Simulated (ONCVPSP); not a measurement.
# carbon (C): variants of one ONCV potential

Base potential:

- Element: C (Z = 6)
- Generator: ONCVPSP 4.0.1
- Type: optimised norm-conserving Vanderbilt (ONCV)
- Functional: PBEsol
- Relativity: scalar-relativistic
- Frozen core: [He]
- Valence charge: 4
- Reference configuration: 2s2 (charge +2)
- Partial waves: 2s: rc 0.90 bohr, ncon 3, nbas 8, qcut 6 1/bohr, 2 projectors, debl 2.2 Ha; p scattering state at 0.11 Ha: rc 0.70 bohr, ncon 5, nbas 8, qcut 12.8 1/bohr, 2 projectors, debl 3.6 Ha; d scattering state at 0.23 Ha: rc 0.75 bohr, ncon 4, nbas 7, qcut 11.7 1/bohr, 1 projector
- Local potential: polynomial inside 0.60 bohr (lpopt 5, dvloc0 3 Ha)
- Core correction: none

In the p channel the program set the typed energies aside and used 0.050, 3.650 Ha.

Cutoffs, loose and tight: the cutoffs (Ha) at which the residual kinetic energy of the hardest occupied pseudo-wave falls to 1 and 0.1 mHa per electron. They do not see the model core or the augmentation charge, which bear on the density cutoff. Test errors are all-electron minus pseudo excitation energies from the reference, over the configurations 2s2 2p2; 2s2 2p1; 2s1; 2s1 2p3. A dash means not determined; rows that change the core or the reference have their own tests.

A true bound ghost makes a file unfit for plane-wave use even where its test errors are small: the radial tests pick states by their node count and pass the ghost by.

| change | outcome | cutoff, loose | cutoff, tight | bound ghosts | GHOST(+) flags above zero | largest test error (meV) |
| --- | --- | --- | --- | --- | --- | --- |
| base | generated, projector energies reset by the program | 22 Ha | 130 Ha | none | none | +137 |
| s: rc 0.64 | generated, projector energies reset by the program | 551 Ha | 685 Ha | s | s | +249 |
| s: rc 0.7 | generated, projector energies reset by the program | 400 Ha | 481 Ha | s | none | +142 |
| s: rc 0.84 | generated, projector energies reset by the program | 21 Ha | 80 Ha | none | none | +138 |
| s: rc 1.02 | generated, projector energies reset by the program | 20 Ha | 159 Ha | none | none | +133 |
| s: rc 1.14 | generated, projector energies reset by the program | 17 Ha | 98 Ha | none | none | +135 |
| s: rc 1.2 | generated, projector energies reset by the program | 16 Ha | 75 Ha | none | none | +138 |
| s: rc 1.32 | generated, projector energies reset by the program | 15 Ha | 28 Ha | none | none | +147 |

Reading the sweep of the s radius (base included, trends over the rows without a ghost): The loose cutoff falls from 21 Ha at 0.84 to 15 Ha at 1.32 bohr, with one reversal. A larger radius leaves more room for a smooth pseudo-wave, so fewer plane waves are needed; a smaller one forces it to follow the all-electron wave where it bends sharply. The median size of the test errors (rows with all tests solved) stays near 71.8 meV. Bound ghosts are found at 0.64, 0.7 bohr.
